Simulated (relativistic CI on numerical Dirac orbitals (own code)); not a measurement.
Ag²⁺: 4s photoemission

Computed with this model: Dirac-Coulomb-Breit CI, separate exchange-only KLI orbitals for each configuration, model QED (radiative potential, 1s self-energy scaled to tabulated hydrogen-like ionisation energies), valence Slater integrals scaled by 0.7, multiplet model of photoemission in the sudden approximation; configurations [Kr] 4d9 → [Ar] 3d10 4s 4p6 4d9; 80 K; Lorentzian 2 eV and Gaussian 0.6 eV FWHM. Energies are those of the free ion, without screening or charge transfer. The energies are binding energies and can lie tens of eV above those of solids. Without intra-shell correlation the exchange splitting of an s hole comes out too large, often by half or more. S is read from ⟨S²⟩ = S(S + 1).

Field parameters in Wybourne normalisation: Oh B⁴₀ = 21Dq, B⁴₄ = √(5/14) B⁴₀. The field is a parameter set, without covalency.

free ion: ground-state S = 0.50, centroid 135.14 eV. Peaks (eV, height): 134.6 (100), 137.4 (37).

Oh, 10Dq = 29600 cm⁻¹: ground-state S = 0.50, centroid 135.16 eV. Peaks (eV, height): 134.4 (100), 137.0 (43).

Strongest unbroadened transitions for Oh, 10Dq = 29600 cm⁻¹:

| Energy (eV) | Relative strength |
| --- | --- |
| 134.44 | 100.0 |
| 137.26 | 31.7 |
| 138.34 | 1.7 |
| 141.04 | 0.0 |
